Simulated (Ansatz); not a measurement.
GaAs2⁻: single points at one geometry.

```yaml
crystal:
  periodic: [false, false, false]
  atoms:
    - {symbol: Ga, position_ang: [0.000019, -0.000007, 0.000018]}
    - {symbol: As, position_ang: [-1.402070, 0.574383, 1.693966]}
    - {symbol: As, position_ang: [1.402051, -0.574377, -1.693983]}
basis:
  gaussian: {orbitals: "def2-TZVPPD.json", initial_orbitals: start.molden}
total_charge: -1
correlation: {method: ccsd_t}
scf: {omitted_lower_state_checks: [starts]}
output: {orbitals: {seedname: orbitals}}
```

The file start.molden holds the orbitals of an earlier run on this structure, at another level or in another basis.

```sh
$ ansatz run in.yaml --threads 4 --pin off --events-out ev --progress --plain --max-ram 3916MiB
```

It prints (some lines left out):

```
Functional definition: HF
1029 factors; integrals over basis functions are off by at most 9.1e-4 eV
mean field evaluation 1: about -173924.3403 eV, gradient 3.8e1 eV
mean field evaluation 2: about -173925.3936 eV, gradient 1.5e0 eV
mean field evaluation 4: about -173925.5283 eV, gradient 8.1e-1 eV
mean field evaluation 8: about -173925.5312 eV, gradient 2.5e-4 eV
mean field evaluation 16: about -173922.3677 eV, gradient 9.1e0 eV
mean field evaluation 32: about -173923.1298 eV, gradient 1.5e0 eV
mean field evaluation 64: about -173922.5491 eV, gradient 5.1e-2 eV
mean field -173925.53116648 eV, -6391.6453794088 hartree, gradient 4.9e-6 eV, S^2 0.000000; 2 other end points of the search recorded, 0 dependent functions left out; unrestricted orbitals would lower it
mean field evaluation 96: about -173924.9025 eV, gradient 2.7e0 eV
mean field evaluation 128: about -173925.4422 eV, gradient 2.1e0 eV
mean field evaluation 160: about -173927.3473 eV, gradient 8.6e-2 eV
mean field evaluation 192: about -173925.5235 eV, gradient 1.0e0 eV
mean field evaluation 224: about -173925.5309 eV, gradient 6.9e-2 eV
determinant -173925.53116648 eV, -6391.6453794088 hartree, with singles and doubles -173945.71208616 eV, -6392.3870145280 hartree
determinant -173923.12702547 eV, -6391.5570288562 hartree, with singles and doubles -173944.10916172 eV, -6392.3281081413 hartree
determinant -173922.54915119 eV, -6391.5357923684 hartree, with singles and doubles -173942.59129446 eV, -6392.2723275483 hartree
unrestricted determinant -173927.34765332 eV, -6391.7121340690 hartree, S^2 1.0227
27 core orbitals not correlated: weight in the atoms' cores, before any rotation towards them, 1.000 or more for the frozen orbitals, at most 0.000 for the correlated occupied ones
reference -173925.53116648 eV, -6391.6453794088 hartree; 22, 22 occupied and 113, 113 virtual orbitals, 1029 factors
second order -20.46541691 eV of doubles, -0.00000000 eV of singles
cycle   1  -19.17317584 eV  change    4.5e-1 eV  update   1.6e-1
cycle   2  -20.02307301 eV  change   -8.5e-1 eV  update   6.2e-2
cycle   3  -19.99517470 eV  change    2.8e-2 eV  update   4.0e-2
cycle   4  -20.18527467 eV  change   -1.9e-1 eV  update   2.4e-2
cycle   5  -20.18091932 eV  change    4.4e-3 eV  update   7.4e-3
cycle   6  -20.16603411 eV  change    1.5e-2 eV  update   2.7e-3
cycle   7  -20.17122785 eV  change   -5.2e-3 eV  update   1.3e-3
cycle   8  -20.17121720 eV  change    1.1e-5 eV  update   6.6e-4
cycle   9  -20.17043910 eV  change    7.8e-4 eV  update   3.8e-4
cycle  10  -20.17093885 eV  change   -5.0e-4 eV  update   1.8e-4
cycle  11  -20.17088958 eV  change    4.9e-5 eV  update   8.6e-5
cycle  12  -20.17085654 eV  change    3.3e-5 eV  update   3.3e-5
cycle  13  -20.17087399 eV  change   -1.7e-5 eV  update   1.3e-5
perturbative correction -1.35246496 eV, -0.0497021707 hartree
WARN: these amplitudes may be one of several solutions (largest doubles amplitude 0.27, level shift 1.37 eV)
Total energy: -173947.05450543 eV, -6392.4363475263 hartree
Checks for a lower state left out: starts
```

Run time 74 s (4 threads of Arm Neoverse V2 on a shared host), peak host memory 1.3 GiB.

The first input with `gaussian: {orbitals: def2-TZVPD, initial_orbitals: start.molden}`, `hamiltonian: {xc: {name: r2SCANh}, dispersion: d4}` and without the key `correlation` (abridged; 17 s):

```
Functional definition: r2SCANh
mean field evaluation 16: about -174060.1266 eV, gradient 1.1e-5 eV
mean field -174060.12663343 eV, -6396.5916715871 hartree, gradient 1.3e-6 eV, S^2 0.000000
Total energy: -174060.15145589 eV, -6396.5925837959 hartree
Checks for a lower state left out: starts
```

First input, but with `gaussian: {orbitals: def2-TZVPD, initial_orbitals: start.molden}`, `hamiltonian: {xc: pbe, dispersion: d4}`, `output: {forces: true, orbitals: {seedname: orbitals}}` and without the key `correlation` (abridged; 40 s):

```
Functional definition: PBE
mean field evaluation 16: about -174035.7469 eV, gradient 1.9e0 eV
mean field evaluation 32: about -174035.7589 eV, gradient 8.9e-8 eV
mean field evaluation 64: about -174035.7589 eV, gradient 6.9e-8 eV
mean field evaluation 96: about -174035.7589 eV, gradient 6.1e-8 eV
mean field -174035.75885175 eV, -6395.6961721277 hartree, gradient 6.1e-8 eV, S^2 0.000000
Total energy: -174035.86490035 eV, -6395.7000693416 hartree
Atom 0 force    -0.000015     0.000006    -0.000014 eV/Å
Atom 1 force    -0.000959     0.000393     0.001175 eV/Å
Atom 2 force     0.000974    -0.000399    -0.001160 eV/Å
Dipole moment:     0.000001     0.000000     0.000000 e Å
Checks for a lower state left out: starts
```

The first input with `gaussian: {orbitals: def2-TZVPD, initial_orbitals: start.molden}`, `hamiltonian: {xc: hse06, dispersion: d4}` and without the key `correlation` (abridged; 10 s):

```
Functional definition: HSE06
mean field evaluation 16: about -174039.9415 eV, gradient 7.1e-6 eV
mean field -174039.94154778 eV, -6395.8498833714 hartree, gradient 7.0e-6 eV, S^2 0.000000
Total energy: -174040.03211417 eV, -6395.8532116250 hartree
Checks for a lower state left out: starts
```

The first input with `gaussian: {orbitals: def2-TZVPD, initial_orbitals: start.molden}`, `hamiltonian: {xc: pbe0, dispersion: d4}` and without the key `correlation` (abridged; 11 s):

```
Functional definition: PBE0
mean field evaluation 16: about -174039.7965 eV, gradient 1.6e-4 eV
mean field -174039.79654536 eV, -6395.8445546310 hartree, gradient 1.8e-6 eV, S^2 0.000000
Total energy: -174039.88905920 eV, -6395.8479544517 hartree
Checks for a lower state left out: starts
```

First input, but with `gaussian: {orbitals: def2-TZVPD, initial_orbitals: start.molden}`, `hamiltonian: {xc: r2scan, dispersion: d4}` and without the key `correlation` (abridged; 13 s):

```
Functional definition: r2SCAN
mean field evaluation 16: about -174060.8587 eV, gradient 6.9e-7 eV
mean field -174060.85867775 eV, -6396.6185737197 hartree, gradient 7.0e-7 eV, S^2 0.000000
Total energy: -174060.87984756 eV, -6396.6193516961 hartree
Checks for a lower state left out: starts
```

Geometry: PBE-D4/def2-TZVPD.

HSE06 is defined as in plane-wave codes, on full-range PBE exchange. Correlated methods freeze 27 core orbitals; core or outer-core shells of Ga, As are correlated, in sets that lack core-valence functions. At CCSD(T)/def2-TZVPPD the program marks the result for the charge -1 singlet as doubtful (other roots). At CCSD(T)/def2-TZVPPD T1 of the charge -1 singlet is large (up to 0.025), so the single-reference result is doubtful. At CCSD(T)/def2-TZVPPD the restricted singlet (for correlated methods, its reference) is unstable: a solution with broken spin symmetry lies lower. The restricted singlet is unstable towards broken spin symmetry in Hartree–Fock (as tested in another run); at r2SCANh-D4/def2-TZVPD, PBE-D4/def2-TZVPD, HSE06-D4/def2-TZVPD, PBE0-D4/def2-TZVPD and others this wasn't settled. At PBE-D4/def2-TZVPD the highest occupied level of the charge -1 singlet lies above zero (up to 0.04 eV). The electron is either unbound and held by the finite basis, or the level is raised by self-interaction error. At PBE-D4/def2-TZVPD, r2SCAN-D4/def2-TZVPD an occupied level lies above an empty one. Another isomer (singlet) lies 1.65 eV lower at PBE0-D4/def2-TZVPD; other spin states weren't run for this one.
